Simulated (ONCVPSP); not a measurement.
Varying the ONCV potential for palladium (Pd)

Base potential:

- Element: palladium
- Generator: ONCVPSP 4.0.1
- Type: optimised norm-conserving Vanderbilt (ONCV)
- Functional: revPBE
- Relativity: scalar-relativistic
- Frozen core: [Ar] 3d10
- Valence charge: 18
- Reference configuration: 4s2 4p6 4d10
- Partial waves: 4s: rc 1.60 bohr, ncon 5, nbas 8, qcut 6.9 1/bohr, 2 projectors, debl 0.5 Ha; 4p: rc 1.65 bohr, ncon 4, nbas 8, qcut 8 1/bohr, 2 projectors, debl 1.7 Ha; 4d: rc 1.60 bohr, ncon 4, nbas 9, qcut 10.6 1/bohr, 2 projectors, debl 2.3 Ha
- Local potential: polynomial inside 1.45 bohr (lpopt 5, dvloc0 -1 Ha)
- Core correction: Teter function, fcfact 4.25, rcfact 1.5

In the s channel the program set the typed energies aside and used -3.132, 0.250 Ha. In the p channel the program set the typed energies aside and used -1.878, 0.250 Ha.

Cutoffs, loose and tight: the cutoffs (Ha) at which the residual kinetic energy of the hardest occupied pseudo-wave falls to 1 and 0.1 mHa per electron. They do not see the model core or the augmentation charge, which bear on the density cutoff. Test errors are all-electron minus pseudo excitation energies from the reference, over the configurations 4s2 4p6 4d9; 4s2 4p6 4d8; 4s2 4p6 4d7; 4s2 4p6 4d9 5s1. A dash means not determined; rows that change the core or the reference have their own tests. The largest error is taken over the tests solved by every variant that gives reliable tests at all: 4s2 4p6 4d8; 4s2 4p6 4d9; 4s2 4p6 4d9 5s1.

A true bound ghost makes a file unfit for plane-wave use even where its test errors are small: the radial tests pick states by their node count and pass the ghost by.

| change | outcome | cutoff, loose | cutoff, tight | bound ghosts | GHOST(+) flags above zero | largest test error (meV) |
| --- | --- | --- | --- | --- | --- | --- |
| base | generated, projector energies reset by the program | 31 Ha | 57 Ha | none | none | -1.6 |
| local potential polynomial inside 1.45 bohr (lpopt 5, dvloc0 -2 Ha) | generated, projector energies reset by the program | 31 Ha | 57 Ha | none | none | -1.2 |
| local potential polynomial inside 1.45 bohr (lpopt 5, dvloc0 -0.5 Ha) | generated, projector energies reset by the program | 31 Ha | 57 Ha | none | none | +20 |
| local potential polynomial inside 1.45 bohr (lpopt 5, dvloc0 1.5 Ha) | generated, projector energies reset by the program | 31 Ha | 57 Ha | none | none | -2.6 |
| local potential polynomial inside 1.45 bohr (lpopt 5, dvloc0 3.5 Ha) | generated, projector energies reset by the program | 31 Ha | 57 Ha | none | none | -2.5 |
| local potential polynomial inside 1.45 bohr (lpopt 5, dvloc0 6 Ha) | generated, projector energies reset by the program | 31 Ha | 57 Ha | none | none | -2.5 |
| local potential polynomial inside 1.45 bohr (lpopt 5, dvloc0 7.5 Ha) | generated, projector energies reset by the program | 31 Ha | 57 Ha | s | none | -2.5 |
| local potential polynomial inside 1.45 bohr (lpopt 5, dvloc0 9 Ha) | generated, projector energies reset by the program | 31 Ha | 57 Ha | none | none | -2.4 |

Reading the sweep of the dvloc0 (base included, trends over the rows without a ghost): The loose cutoff stays near 31 Ha. Bound ghosts are found at 7.5 Ha.
